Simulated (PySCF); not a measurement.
Homolysis of single bonds, series Si OH-H. All species are isolated molecules in the gas phase. One relaxed conformer stands for each flexible species; it need not be the lowest. Strings in code marks are SMILES.

The four lowest singlet excitations (Tamm–Dancoff). Computed with PBE-D3(BJ)/def2-TZVP // PBE0-D4/def2-TZVP (PySCF). Excitations are Tamm–Dancoff values on a coarser integration grid. The basis has no diffuse functions, so Rydberg states are missing or too high.

```
state  energy (eV)  wavelength (nm)  oscillator strength
-----  -----------  ---------------  -------------------
S1            7.36              168                0.030
S2            7.73              160                0.022
S3            7.73              160                0.022
S4            7.87              158                0.036
```

Q: Say which member gives these states.
A. `O[SiH](O)O`
B. `O[Si](O)(O)O`
C. `O[SiH2]O` (H–O–Si–O torsion -66°, O–Si–O–H torsion -66°)

A: A, `O[SiH](O)O`
